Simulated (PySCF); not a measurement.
# From orbital energies to excitation energies

Compound: C4H3F2NO.
SMILES with atom numbers: `[F:1][CH:2]([F:3])[c:4]1[cH:5][n:6][o:7][cH:8]1` (hydrogens: H9 on C2; H10 on C5; H11 on C8)

Structure used (PBE0-D3(BJ)/def2-SVP), in Å, numbered top down from 1:
```
atom  x, y, z in Å
F1    -1.6574   -1.4301   -0.7969
C2    -1.4548   -0.3221   -0.0518
F3    -2.1179    0.7058   -0.6252
C4     0.0001   -0.0188    0.0161
C5     0.6474    1.1322    0.5463
N6     1.9451    1.0459    0.4315
O7     2.1896   -0.1518   -0.1688
C8     1.0444   -0.7801   -0.4150
H9    -1.9044   -0.4944    0.9427
H10    0.2043    2.0203    0.9968
H11    1.1079   -1.7519   -0.8997
```

Computed, not measured: PySCF, TDDFT CAM-B3LYP/def2-SVPD, vertical, gas phase, core orbitals frozen in the response.

Orbital energies (eV): HOMO-3 -12.08, HOMO-2 -10.77, HOMO-1 -10.67, HOMO -9.69, LUMO 0.12, LUMO+1 1.04, LUMO+2 1.53.

Task: Among the lowest singlets, which states do these configurations lead, and at what energies: HOMO→LUMO+1, HOMO→LUMO, HOMO-2→LUMO, HOMO→LUMO+2?

Result: 

| state | leading configuration | weight | Δε (eV) | E (eV) | E − Δε (eV) | f | other configurations |
| --- | --- | --- | --- | --- | --- | --- | --- |
| S1 | HOMO-2→LUMO | 0.90 | 10.89 | 6.57 | -4.32 | 0.0060 | – |
| S2 | HOMO→LUMO | 0.89 | 9.81 | 6.66 | -3.15 | 0.097 | – |
| S4 | HOMO→LUMO+1 | 0.64 | 10.72 | 7.97 | -2.76 | 0.091 | H→L+2 (20%), H-1→L (9%) |
| S5 | HOMO→LUMO+2 | 0.62 | 11.21 | 8.27 | -2.94 | 0.281 | H-1→L (18%) |

E − Δε runs from -4.32 to -2.76 eV. By orbital difference alone the order would be S2, S4, S1, S5. Δε is the difference of the two orbital energies.

H and L stand for HOMO and LUMO. The other states: S3 7.26 eV, f 0.0087, H-1→L (57%), H→L+1 (18%); S6 8.38 eV, f 0.0004, H-2→L+1 (41%), H-2→L+2 (21%), H-2→L+4 (16%).

Summed over the main configurations (up to three a state, each over 8%) of all 6 singlets, the electron leaves HOMO with weight 2.52, HOMO-2 with weight 1.68 and HOMO-1 with weight 0.84.

One conformer stands for the species.
